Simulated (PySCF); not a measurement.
CH5AsGa (SMILES [CH3][Ga][AsH2]), doublet, at a GFN2-xTB geometry (such geometries of metal compounds can be far from the true shape) (the spin is typed, not shown lowest); SVWN5/6-31G* (PySCF).

The PySCF input:
```python
from pyscf import gto, scf, dft

mol = gto.M(
    atom='''
Ga   -0.72418449    0.90851328   -0.00482251
C    -0.41097577    1.78893551   -1.94346042
H    -1.06187487    2.63705313   -2.17295222
H    -0.56804506    1.02852179   -2.71721256
H     0.62662385    2.13235479   -2.02592682
As    0.79571998   -1.25018914    0.54381712
H     0.01895386   -1.76412454   -0.65073004
H    -0.35884357   -1.67508798    1.43111729
''',
    basis='6-31g*',
    spin=1,
    verbose=5,
)

mf = dft.UKS(mol)
mf.xc = 'lda,vwn'
mf.kernel()
```

What the program printed (banner, timings and long lists left out):

```
PySCF version 2.14.0

[INPUT] verbose = 5
[INPUT] max_memory = 4000
[INPUT] num. atoms = 8
[INPUT] num. electrons = 75
[INPUT] charge = 0
[INPUT] spin (= nelec alpha-beta = 2S) = 1
[INPUT] symmetry False subgroup None
[INPUT] Mole.unit = angstrom
[INPUT] Symbol           X                Y                Z      unit          X                Y                Z       unit  Magmom
[...]
[INPUT] ---------------- BASIS SET ----------------
[INPUT] l, kappa, [nprim/nctr], expnt,             c_1 c_2 ...
[INPUT] As
[...]
                                15104.82          0.01323462
                                3440.884          0.06535848
                                970.3961          0.2278042
                                311.2852          0.4774525
                                106.6284          0.3567619
[...]
                                516.5414          0.03033475
                                167.8674          0.1259057
                                63.64638          -0.006687172
                                26.13673          -0.6065306
                                10.85439          -0.4823144
[...]
                                33.18087          0.05632506
                                14.06773          0.2625835
                                6.153288          -0.1718349
                                2.721712          -0.7175645
                                1.185334          -0.3184598
[...]
                                0.55133           -0.1952737
                                0.222762          -0.95954
[...]
                                516.5414          0.03023558
                                167.8674          0.1328632
                                63.64638          0.3447648
                                26.13673          0.4640368
                                10.85439          0.2064824
[...]
                                33.18087          -0.02970303
                                14.06773          0.04704335
                                6.153288          0.3645042
                                2.721712          0.4945157
                                1.185334          0.214983
[...]
                                0.55133           0.3072764
                                0.222762          0.7537368
[...]
                                13.84166          0.3792908
                                4.393458          0.7040401
[...]
[INPUT] H
[...]
                                2.8253937         0.23472695
                                0.6401217         0.81375733
[...]
[INPUT] Ga
[...]
                                13256.06          0.01331136
                                3019.649          0.06571709
                                851.4222          0.2287932
                                272.9997          0.4781507
                                93.42593          0.3549154
[...]
                                447.4374          0.0309057
                                145.1401          0.1264173
                                54.84977          -0.01429714
                                22.44351          -0.6132855
                                9.286622          -0.4703598
[...]
                                27.57856          0.06117037
                                11.71717          0.2575692
                                5.054113          -0.2150754
                                2.172525          -0.7213703
                                0.904184          -0.2785244
[...]
                                0.328722          -0.2497645
                                0.130552          -0.8749447
[...]
                                447.4374          0.03066136
                                145.1401          0.1344509
                                54.84977          0.3470761
                                22.44351          0.4635435
                                9.286622          0.2039435
[...]
[...]
  6.35412571e-01  6.89618884e-01  7.74853045e-01  8.49813549e-01
  8.59710861e-01  9.68263434e-01  9.88648304e-01  1.06531464e+00
  1.14638214e+00  1.65213433e+00  1.65366610e+00  1.96217608e+00
  2.19339675e+00  2.19639753e+00  2.73455316e+00  2.75061593e+00
  2.76895567e+00  2.82361709e+00  2.86600626e+00  3.62014063e+00
  3.66366199e+00  3.67619492e+00  3.78296023e+00  3.79544892e+00]
multiplicity <S^2> = 0.75115685  2S+1 = 2.0011565
nelec by numeric integration = [38.00000627 37.00000621]
E1 = -6545.126461972569  E2 = 2002.6368703456824  Ecoul = 2161.1076328933605  Exc = -158.47076254767802
cycle= 12 E= -4194.53772816446  delta_E= -1.89e-10  |g|= 4.55e-06  |ddm|= 3.02e-05
  alpha mo_energy =
[-4.23302192e+02 -3.70209428e+02 -5.31106195e+01 -4.75540134e+01
 -4.75538098e+01 -4.75531654e+01 -4.52802354e+01 -4.01829104e+01
 -4.01814721e+01 -4.01801153e+01 -9.76606705e+00 -6.70213398e+00
 -5.26112680e+00 -4.82459890e+00 -4.82258718e+00 -4.82203277e+00
 -3.60815911e+00 -3.60317703e+00 -3.59840246e+00 -1.49848338e+00
 -1.49759895e+00 -1.49696206e+00 -1.49551561e+00 -1.49505244e+00
 -7.39262062e-01 -7.38254190e-01 -7.34538419e-01 -7.33112582e-01
 -7.31204088e-01 -6.07299725e-01 -5.66456627e-01 -3.55943460e-01
 -3.49823424e-01 -3.46672190e-01 -3.21262602e-01 -2.68042009e-01
 -2.25633896e-01 -1.62091986e-01 -9.11847381e-02 -2.61259735e-02
 -6.81424168e-04  8.84151237e-03  1.24385930e-02  8.19529673e-02
  1.02991603e-01  1.13806243e-01  1.46420889e-01  1.53975253e-01
  1.78140586e-01  1.95625947e-01  2.10664040e-01  2.22368178e-01
  2.41033284e-01  3.18605355e-01  3.39120784e-01  3.63038663e-01
  4.06459346e-01  4.39058549e-01  4.50879205e-01  4.78158522e-01
  5.17225236e-01  5.73155260e-01  5.87633353e-01  6.20875643e-01
  6.26879001e-01  6.80168643e-01  7.64381538e-01  8.46096195e-01
  8.56918735e-01  9.65231611e-01  9.86265636e-01  1.06298908e+00
  1.14202353e+00  1.64372838e+00  1.64503563e+00  1.95079059e+00
  2.18687965e+00  2.19065114e+00  2.72670775e+00  2.74213329e+00
  2.76378351e+00  2.81759163e+00  2.85705187e+00  3.61866640e+00
  3.65947333e+00  3.67210846e+00  3.77840651e+00  3.79316874e+00]
  beta  mo_energy =
[-4.23301753e+02 -3.70208793e+02 -5.31103796e+01 -4.75537855e+01
 -4.75531731e+01 -4.75529050e+01 -4.52800322e+01 -4.01827037e+01
 -4.01809793e+01 -4.01797354e+01 -9.76314497e+00 -6.70151928e+00
 -5.26040942e+00 -4.82418985e+00 -4.82178236e+00 -4.82113207e+00
 -3.60732053e+00 -3.60194736e+00 -3.59779019e+00 -1.49802427e+00
 -1.49676186e+00 -1.49551972e+00 -1.49418542e+00 -1.49363243e+00
 -7.37076137e-01 -7.35760004e-01 -7.32934945e-01 -7.30583943e-01
 -7.28882179e-01 -6.02311415e-01 -5.60936088e-01 -3.48803762e-01
 -3.46645297e-01 -3.38724849e-01 -3.18494434e-01 -2.64161523e-01
 -2.14133646e-01 -1.37913566e-01 -7.99617398e-02 -1.47010896e-02
  2.29554120e-03  1.26080337e-02  2.03259622e-02  9.22431931e-02
  1.07063726e-01  1.19009739e-01  1.54561343e-01  1.57792369e-01
  1.83919827e-01  1.98722802e-01  2.16386980e-01  2.27470066e-01
  2.45288984e-01  3.28905326e-01  3.57061351e-01  3.78111897e-01
  4.14342500e-01  4.43810081e-01  4.61154741e-01  4.86276749e-01
  5.25388593e-01  5.76460825e-01  5.94366675e-01  6.30019273e-01
  6.35411294e-01  6.89617687e-01  7.74852178e-01  8.49812109e-01
  8.59709471e-01  9.68262192e-01  9.88647722e-01  1.06531410e+00
  1.14638090e+00  1.65213223e+00  1.65366398e+00  1.96217402e+00
  2.19339480e+00  2.19639556e+00  2.73455238e+00  2.75061512e+00
  2.76895481e+00  2.82361622e+00  2.86600537e+00  3.62013949e+00
  3.66366084e+00  3.67619381e+00  3.78295914e+00  3.79544783e+00]
multiplicity <S^2> = 0.75115686  2S+1 = 2.0011565
nelec by numeric integration = [38.00000627 37.00000621]
E1 = -6545.126488621121  E2 = 2002.6368969942619  Ecoul = 2161.107662123895  Exc = -158.47076512963292
Extra cycle  E= -4194.53772816443  delta_E= 2.73e-11  |g|= 7.79e-06  |ddm|= 1.31e-05
converged SCF energy = -4194.53772816443  <S^2> = 0.75115686  2S+1 = 2.0011565
```
